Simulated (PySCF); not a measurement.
# Electron correlation in Rh²⁺ (rhodium, charge +2)

[Kr] 4d6 5s1, high-spin 6D determinant (an excited configuration). Calculation: PySCF 2.14, in aug-cc-pVDZ-PP with ECP28MDF (5s5p4d2f, 54 functions); a scalar-relativistic core potential. Frozen: 4s2 4p6; 7 electrons correlated.

```csv
level,correlation energy (mhartree)
CCSD,-109.11
(T),-1.16
CCSD(T),-110.27
```

Diagnostics: T1 = 0.0055, D1 = 0.0159, largest double amplitude 0.019.

Cost of the coupled-cluster step: of the order of 1.3 core-seconds, for 7 correlated electrons.

Iterations:

```
CC2 = 0
CCSD nocc = (np.int64(6), np.int64(1)), nmo = (50, 50)
frozen orbitals [[0, 1, 2, 3], [0, 1, 2, 3]]
max_cycle = 100
direct = 0
conv_tol = 1e-08
conv_tol_normt = 1e-06
diis_space = 8
diis_start_cycle = 0
Init t2, MP2 energy = -0.101988177137191
Init E_corr(UCCSD) = -0.101988177138427
cycle = 1  E_corr(UCCSD) = -0.108020825562706  dE = -0.00603264842  norm(t1,t2) = 0.0204007
cycle = 2  E_corr(UCCSD) = -0.108805363740868  dE = -0.000784538178  norm(t1,t2) = 0.0065436
cycle = 3  E_corr(UCCSD) = -0.109114897597781  dE = -0.000309533857  norm(t1,t2) = 0.00265261
cycle = 4  E_corr(UCCSD) = -0.109108893946842  dE = 6.00365094e-06  norm(t1,t2) = 0.000584553
cycle = 5  E_corr(UCCSD) = -0.109113985790644  dE = -5.0918438e-06  norm(t1,t2) = 0.000114502
cycle = 6  E_corr(UCCSD) = -0.109114217701807  dE = -2.31911163e-07  norm(t1,t2) = 2.46215e-05
cycle = 7  E_corr(UCCSD) = -0.10911401392272  dE = 2.03779087e-07  norm(t1,t2) = 6.93139e-06
cycle = 8  E_corr(UCCSD) = -0.109114015781281  dE = -1.85856133e-09  norm(t1,t2) = 1.66997e-06
cycle = 9  E_corr(UCCSD) = -0.109114011932848  dE = 3.84843241e-09  norm(t1,t2) = 4.74563e-07
UCCSD converged
E(UCCSD) = -108.4900032253876  E_corr = -0.1091140119328485
UCCSD(T) correction = -0.00116461964282045
```
